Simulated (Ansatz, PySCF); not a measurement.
Gas-phase reaction (SMILES): CC(C)CCO -> CC(C)[CH]CO + H atom; the C-H bond at the site shown breaks (other sites are not compared here).

Geometries: B3LYP-D3(BJ)/def2-TZVP minima from Ansatz (a quantum-chemistry and plane-wave program), one conformer each, not searched for the lowest. Valence correlation only, unless marked. Open shells are spin-unrestricted. Spin-orbit coupling is left out. No relativistic terms. CBS marks a two-point X^-3 extrapolation of the correlation energy; Hartree-Fock from the larger set. The bracket is a focal-point correction in the basis named. Thermal terms are rigid-rotor harmonic-oscillator values from B3LYP-D3(BJ) frequencies (PySCF) at 298.15 K and 1 atm. 1 Eh = 627.5095 kcal/mol. Atoms have translation alone.

```csv
species,"E, RI-MP2/CBS(cc-pVTZ,cc-pVQZ)+[CCSD(T)-MP2]/cc-pVTZ (Ansatz) (Eh)","E, PBE/def2-TZVPD (Ansatz) (Eh)",H - E (Eh)
CC(C)CCO,-272.66130,-272.71684,0.17381
CC(C)[CH]CO,-271.98864,-272.05544,0.15924
H atom,-0.49995,-0.49962,0.00236
```

Q: Work out ΔE and ΔH at 298.15 K at the first level, then ΔH at the second.

A: 
1. ΔE = [(-271.98864) + (-0.49995)] - [(-272.66130)] = 0.17271 Eh = 108.4 kcal/mol at RI-MP2/CBS(cc-pVTZ,cc-pVQZ)+[CCSD(T)-MP2]/cc-pVTZ.
2. The terms H - E add up to -0.01221 Eh, so ΔH = (0.17271 + (-0.01221))×627.5095 = 100.7 kcal/mol.
3. At PBE/def2-TZVPD the same steps give ΔE = 101.5 and ΔH = 93.9 kcal/mol, a shift of -6.8 from the first level.
4. These values are not checked against measurement here, since the tables used lack a sound gas-phase enthalpy of formation for at least one species.
